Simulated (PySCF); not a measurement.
Compound: C₈H₁₀.
SMILES with atom numbers: `[CH2:1]=[CH:2][CH2:3]/[CH:4]=[CH:5]\[C:6]#[C:7][CH3:8]` (hydrogens: H9, H10 on C1; H11 on C2; H12, H13 on C3; H14 on C4; H15 on C5; H16, H17, H18 on C8)

Structure optimised with GFN2-xTB, isolated species.

(1) What internal coordinates does the optimisation give?

Results:

(1) 
```csv
bond,length (Å),order
C1=C2,1.319,double
C2–C3,1.500,single
C3–C4,1.498,single
C4=C5,1.332,double
C5–C6,1.411,single
C6≡C7,1.204,triple
C7–C8,1.445,single
C1–H9,1.077,single
C1–H10,1.078,single
C2–H11,1.083,single
"C3–H12, C3–H13",1.093,single
C4–H14,1.082,single
C5–H15,1.084,single
"C8–H16, C8–H17, C8–H18",1.090,single
```

Bonds in one row agree within 0.01 Å and their mean is given. Orders are formal, as drawn. A selection of angles:
```csv
angle,degrees
C1–C2–C3,124.6
C2–C3–C4,109.7
C3–C4–C5,124.7
C4–C5–C6,124.4
C5–C6–C7,178.4
C6–C7–C8,179.9
```

Dihedral angles: C1–C2–C3–C4 -114° (anticlinal); C2–C3–C4–C5 -116° (anticlinal); C3–C4–C5–C6 -1° (synperiplanar). The mirror-image conformer, all signs reversed, is as good.

Of the pairs four or more bonds apart, C6···H13 is among the closest relative to their van der Waals radii: 2.53 Å, 87 % of the sum of Bondi's values. The 7 C–C bonds span 1.204 Å (C6≡C7, drawn triple) to 1.500 Å (C2–C3, drawn single), a spread of 0.296 Å.

Point group: C1 (no symmetry element, even within 0.4 Å). No frequency check. One conformer, not necessarily the lowest.

These are computed values.
